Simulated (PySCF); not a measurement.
**Er(NO3)3: from a saddle point downhill**

PySCF 2.14.0, RKS PBE0, Er lcecp-1-SVP with ECP57, O def2-SVP, N def2-SVP; non-relativistic Hamiltonian with scalar-relativistic core potentials where named; density fitting; no spin-orbit coupling. Relaxed within the symmetry of its start, the geometry (D3h) is

```xyz
13

Er    0.0000    0.0000    0.0000
O     2.0306    0.0000    1.0701
O     2.0306    0.0000   -1.0701
N     2.7345    0.0000    0.0000
O     3.9141    0.0000    0.0000
O    -1.0153    1.7585    1.0701
O    -1.0153    1.7585   -1.0701
N    -1.3672    2.3681    0.0000
O    -1.9570    3.3897    0.0000
O    -1.0153   -1.7585    1.0701
O    -1.0153   -1.7585   -1.0701
N    -1.3673   -2.3681    0.0000
O    -1.9571   -3.3897    0.0000
```

and its lowest harmonic modes are -69, -37, -37, 37, 41, 41 cm⁻¹ (negative: unstable). It was moved along the lowest mode and relaxed again, within the group D3 that the move left.

Question: Where does it end, and how much lower?

Answer: In D3, 0.013 eV lower, after 4 steps:
```xyz
13

Er    0.0000    0.0000    0.0000
O     2.0312   -0.2413    1.0426
O     2.0312    0.2413   -1.0426
N     2.7351    0.0000    0.0000
O     3.9145    0.0000    0.0000
O    -0.8066    1.8797    1.0426
O    -1.2246    1.6384   -1.0426
N    -1.3675    2.3687    0.0000
O    -1.9572    3.3901    0.0000
O    -1.2246   -1.6384    1.0426
O    -0.8066   -1.8797   -1.0426
N    -1.3676   -2.3687    0.0000
O    -1.9573   -3.3901    0.0000
```

Question: How do the contacts change?

Answer: 
```tsv
contact	saddle (Å)	end (Å)
Er1–O2 (NO3)	2.295	2.296
Er1–O6 (NO3)	2.295	2.296
Er1–O10 (NO3)	2.295	2.296
Er1–O3 (NO3)	2.295	2.296
```


Question: Is the end a minimum?

Answer: Yes; lowest modes 38, 38, 43, 66, 71, 71 cm⁻¹.

An lcecp potential fixes the number of 4f electrons, so in runs with it no electron can move into or out of that shell.

State: singlet in the valence, with the 4f electrons in the core potential.
